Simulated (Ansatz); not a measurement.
One change: `B[SiH]([GeH3])C=O` becomes `B[SiH2][GeH3]`.

Ansatz, PBE0-D4/def2-TZVP geometries, multiplicity 1. Each molecule was computed in one conformer, which needn't be the lowest.

Scalar relativity is left out up to krypton.

```
                                      property  `B[SiH]([GeH3])C=O`
size of the dipole moment (PBE/def2-TZVPP) / D                 1.94
         LUMO energy (ωB97M-V/def2-TZVPP) / eV                -0.85
            LUMO energy (PBE0/def2-TZVPP) / eV                -2.72
          HOMO–LUMO gap (PBE0/def2-TZVPP) / eV                 4.31
       HOMO–LUMO gap (ωB97M-V/def2-TZVPP) / eV                 8.43
         HOMO–LUMO gap (B3LYP/def2-TZVPP) / eV                 3.91
```

What does the change do to each property? (Estimate.)

Ansatz gave: 
```tsv
property	`B[SiH2][GeH3]`	shift
size of the dipole moment (PBE/def2-TZVPP) / D	0.11	-1.83
LUMO energy (ωB97M-V/def2-TZVPP) / eV	-0.59	0.26
LUMO energy (PBE0/def2-TZVPP) / eV	-2.48	0.24
HOMO–LUMO gap (PBE0/def2-TZVPP) / eV	5.41	1.10
HOMO–LUMO gap (ωB97M-V/def2-TZVPP) / eV	9.30	0.87
HOMO–LUMO gap (B3LYP/def2-TZVPP) / eV	5.02	1.11
```

With PBE0 the HOMO falls by 0.86 eV and the LUMO rises by 0.24 eV, so the gap widens by about 1.10 eV. PBE moves the HOMO by -1.16 eV and ωB97M-V by -0.61 eV. Dipoles are sizes alone; their direction can turn.

B3LYP here is the variant with VWN-RPA as its local correlation; programs differ in this.
